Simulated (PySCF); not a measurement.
# Telling isomers of C₆H₁₁NO₂Si apart by NMR

- geometry: GFN2-xTB
- PBE0/pcSseg-1 with gauge-including orbitals
- program: PySCF 2.14
- isolated molecule, non-relativistic, equivalent nuclei averaged, single conformer

Referencing at the same level of theory: TMS for ¹H (σref 31.72), ¹³C (σref 186.93). Where no couplings were computed, multiplicities follow the n + 1 count of equivalent neighbours, and m marks all less simple cases (inequivalent or close neighbours, rings, F or P nearby). Shifts are as computed. Against solution values, carbons near 30 ppm lie about +3 ppm off and those near 130 ppm about +5 ppm. Of 1211 compounds with measured shifts, 218 miss one by over three times the rms of a fit or turn the order of signals round; such compounds aren't used in these exercises. OH and NH positions are gas-phase values without hydrogen bonding to other molecules.

(1) Tabulate the signals of `CC(C)OC(=O)[SiH2]CC#N`, `CO[Si@@H](O)n1ccc(C)c1` and their relative energies.

(2) What is the quickest way to tell CC(C)OC(=O)[SiH2]CC#N from CO[Si@@H](O)n1ccc(C)c1?

Results:

(1) 
```tsv
SMILES	carbon types	δC	δH	E rel. (kcal/mol)
CC(C)OC(=O)[SiH2]CC#N	2×C 1×CH 1×CH2 2×CH3	182.7, 122.8, 69.6, 23.9, -1.2	5.48 (sept, 1H), 4.39 (t, 2H), 1.79 (t, 2H), 1.40 (d, 6H)	58.0
CO[Si@@H](O)n1ccc(C)c1	1×C 3×CH 2×CH3	129.2, 127.5, 117.7, 117.3, 51.9, 14.5	6.83 (m, 1H), 6.38 (m, 1H), 6.09 (m, 1H), 5.19 (s, 1H), 4.08 (s, 3H), 2.33 (br s, 1H), 2.28 (s, 3H)	0.0
```

Energies are electronic energies at PBE0/pcSseg-1 on these geometries, without zero-point or thermal terms, each for the one conformer computed, which needn't be the lowest.

(2) Count the carbon signals: 5 against 6. The first has an sp3 CH2 bonded to Si, α to a nitrile at -1.2 ppm, the second an aromatic CH next to a ring nitrogen at 127.5 ppm. Their most deshielded carbons lie at 182.7 and 129.2 ppm. In the proton spectra the most deshielded non-exchanging signals are 5.48 (sept, 1H) and 6.83 (m, 1H).
